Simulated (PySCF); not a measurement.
SnI, SMILES [Sn][I] (connectivity only; charge and spin as stated), neutral, multiplicity 2. Coordinates come from a B3LYP-D3(BJ)/def2-TZVP optimisation. The multiplicity is an assumed one; other spin states were not compared. The def2 effective core potentials stand for the cores of I, Sn; spin–orbit coupling is left out.

These are B3LYP-D3(BJ)/def2-TZVP in PySCF values and carry that method's errors.

Harmonic wavenumbers (cm⁻¹): 188. Rotational constants (GHz): 1.092 (linear); symmetry number 1.

Question: Work out the zero-point energy and the ideal-gas rigid-rotor harmonic-oscillator thermochemistry at 298.15 K and 1 atm.

Answer: ZPE = ½ Σ hcν = ½ × 188 cm⁻¹ = 0.27 kcal/mol. H − E(el) = 2.71 kcal/mol. Entropy in cal/(mol K): translation 42.40, rotation 19.17, vibration 2.25, spin 1.38, total 65.19. G − E(el) = -16.73 kcal/mol. Cp = 8.81 cal/(mol K).
